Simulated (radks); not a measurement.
Species: I6+. Configuration: [Kr] 4d10 5s1 (the NIST ground configuration). All-electron calculation, Dirac Kohn-Sham, LDA (Slater exchange, Perdew-Wang correlation), spin-unpolarised, spherical densities, point nucleus. Program: a radial shooting solver on a logarithmic mesh with Libxc functionals.

Normalised radial functions P(r) = r R(r) (large component), r in bohr:

```
   r/bohr * 4d3/2, o 4d5/2, + 5p3/2 (the largest magnitude, 1.16, reaches the edge; | marks zero, & curves that meet)
 0.002888                             &
 0.003309                             &
 0.003791                             &
 0.004378                             &
 0.005016                             &
 0.005793                             &
 0.006637                             &
 0.007604                             &
 0.008781                             &+
  0.01006                             &+
  0.01153                             &+
  0.01331                             &+
  0.01525                             &+
  0.01747                             & +
  0.02018                             & +
  0.02312                             & +
  0.02649                             |& +
  0.03059                             |& +
  0.03505                             |&  +
  0.04015                             | & +
  0.04637                             | &  +
  0.05312                             |  & +
  0.06086                             |   &+
  0.07029                             |    &
  0.08053                             |   + o*
    0.093                             |  +    &
   0.1066                             | +       &
   0.1221                             +           &
    0.141                           + |            &
   0.1615                         +   |             o*
   0.1851                       +     |              &
   0.2137                      +      |             &
   0.2448                      +      |           &
   0.2805                       +     |        &
    0.324                          +  |  *o
   0.3712                          *o +
   0.4252                    &        |   +
   0.4911             *o              |       +
   0.5626        &                    |          +
   0.6446    &                        |          +
   0.7444  &                          |        +
   0.8529   &                         |   +
   0.9771     &                      +|
    1.128         &           +       |
    1.293             & +             |
    1.493           +     o*          |
    1.711         +           o*      |
     1.96         +              &    |
    2.263            +              & |
    2.593                +           &|
    2.971                     +       &
    3.431                        +    &
    3.931                           + &
    4.504                            +&
    5.201                             &
    5.959                             &
```

4d3/2: eigenvalue -125.05 eV, 1 radial node at r = 0.351 bohr, <r> = 0.896 bohr, 90 % of the charge inside 1.36 bohr. 4d5/2: eigenvalue -123.27 eV, 1 radial node at r = 0.355 bohr, <r> = 0.907 bohr, 90 % of the charge inside 1.37 bohr. 5p3/2 (empty): eigenvalue -67.274 eV, 3 radial nodes at r = 0.121, 0.365, 0.950 bohr, <r> = 1.90 bohr, 90 % of the charge inside 2.69 bohr.
